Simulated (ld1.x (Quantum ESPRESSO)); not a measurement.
**Ga: variants of one TM potential**

Base potential:

gallium (Ga), norm-conserving Troullier–Martins (Kleinman–Bylander form), made with ld1.x (Quantum ESPRESSO) 7.5 (PBE, scalar-relativistic). Core [Ar] 3d10, reference 4s1 4p2. Waves: 4s (bound): rc 1.70 bohr; 4p (bound): rc 2.25 bohr. Local part: the p channel. Core correction: Bessel-smoothed model core inside 0.80 bohr.

All-electron outer shells of the reference configuration (PBE, scalar-relativistic, ld1.x):

```csv
shell,level (eV),outermost node (bohr),outermost maximum (bohr)
3p,-100.79,0.24,0.56
3d,-21.04,–,0.53
4s,-10.04,0.80,1.87
4p,-3.35,0.87,2.47
```

Cutoffs, loose and tight: the cutoffs (Ry, on a coarse ladder) from which the occupation-weighted sum of valence levels, in a spherical-Bessel basis at the reference potential, stays within 10 and 1 mRy of its value at 400 Ry. They do not see the model core or the augmentation charge, which bear on the density cutoff. Test errors are all-electron minus pseudo excitation energies from the reference, over the configurations 4s2 4p1; 4s2 4p0; 4s1 4p0; 4s1 4p1; 4s2 4p0.5; 4s0 4p3; 4s2 4p1.3. A dash means not determined; rows that change the core or the reference have their own tests.

A true bound ghost makes a file unfit for plane-wave use even where its test errors are small: the radial tests pick states by their node count and pass the ghost by.

```tsv
change	outcome	cutoff, loose	cutoff, tight	bound ghosts	largest test error (meV)
base	generated	12 Ry	35 Ry	s	-97
core correction Bessel-smoothed model core inside 0.70 bohr	generated	12 Ry	35 Ry	s	-97
fully relativistic	generated	12 Ry	35 Ry	s	-92
wave 4s (bound): rc 1.70 bohr becomes 4s (bound): rc 1.48 bohr	generated	25 Ry	55 Ry	s	-97
reference 4s2 4p1	generated	15 Ry	35 Ry	s	-202
all radii but the core radius scaled by about 1.22 (s 2.08, p 2.74 bohr)	generated	10 Ry	30 Ry	none	-102
core correction Bessel-smoothed model core inside 1.32 bohr	generated	12 Ry	35 Ry	s	-97
wave 4s (bound): rc 1.70 bohr becomes 4s (bound): rc 2.16 bohr	generated	12 Ry	30 Ry	none	-96
core [Ar], valence charge 13; reference 3d10 4s2 4p1; waves now 4p (bound): rc 0.80 bohr; 3d (bound): rc 0.70 bohr; 4s (bound): rc 1.40 bohr; local potential the s channel; core correction a·sin(br)/r model core inside 0.35 bohr	failed: the pseudo-atom did not reach self-consistency	–	–	–	–
wave 4s (bound): rc 1.70 bohr becomes 4s (bound): rc 1.68 bohr	generated	12 Ry	35 Ry	s	-97
all radii but the core radius scaled by about 1.22 (s 2.06, p 2.74 bohr)	generated	12 Ry	30 Ry	none	-103
```

(1) What comes out with this change to the base: local potential the s channel?

(2) What comes out with this change to the base: wave 4p (bound): rc 2.25 bohr becomes 4p (bound): rc 2.92 bohr?

Answers

(1) outcome: generated; cutoff, loose: 12 Ry; cutoff, tight: 35 Ry; bound ghosts: none; largest test error (meV): -88.

(2) outcome: generated; cutoff, loose: 12 Ry; cutoff, tight: 35 Ry; bound ghosts: s; largest test error (meV): -108.
